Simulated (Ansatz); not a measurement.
| atom | x (Å) | y (Å) | z (Å) |
| --- | --- | --- | --- |
| S | 0.0000 | 0.0000 | 0.0000 |
| F | 1.3281 | -0.1531 | -0.8433 |
| F | -1.3281 | 0.1531 | 0.8433 |
| F | 0.6323 | 1.2249 | 0.7735 |
| F | -0.6323 | -1.2249 | -0.7735 |
| F | 0.5786 | -0.9872 | 1.0904 |
| F | -0.5786 | 0.9872 | -1.0904 |

Basis set: def2-SVP (spherical functions). Correlated methods keep 11 orbitals frozen. Charge 0, multiplicity 3.

Computed with Ansatz (development build ahead of 0.2.0); each method stands on the lowest determinant of its kind that the runs found.

**Question.** Give the atomization energy at this shape (free ground-state atoms in the same class of orbitals less the molecule, no zero-point energy) of triplet SF6 by UHF-MP2, UHF.

**Answer.**

| method | atomization energy |
| --- | --- |
| UHF-MP2 | 737.7 kJ/mol |
| UHF | -131.2 kJ/mol |

Caution: another spin multiplicity may lie lower; the determinant breaks the point group. Caution for UHF-MP2: MP2 forces lie far from those of the mean fields. Caution for UHF: the molecule lies well above its atoms at this level.
